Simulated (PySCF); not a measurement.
Computed shifts of a molecule C4H6F2, PBE0/pcSseg-1 (PySCF), GIAO, gas phase, atoms alike by connectivity averaged where their shifts nearly agree, in ppm (number of nuclei): ¹³C: 149.7 (1), 124.1 (1), 119.2 (1), 21.7 (1). ¹⁹F: -146.3 (1), -157.7 (1). ¹H: 6.16 (1), 6.07 (1), 5.76 (1), 2.18 (3). References: ¹³C against TMS (σ = 186.3 ppm); ¹⁹F against CFCl3 (σ = 167.2 ppm); ¹H against TMS (σ = 31.56 ppm), references at their B3LYP-D3(BJ)/def2-TZVP geometries, non-relativistic. The structure is a stationary point at PBE0-D3(BJ)/def2-SVP. Other conformers were not sampled.

Task: Which molecule gave these data?
A) C=C(C)C(F)F
B) F[C@H]1C[C@@H](F)C1
C) C=C(F)[C@H](C)F
D) C/C=C/C(F)F

Result: A, C=C(C)C(F)F
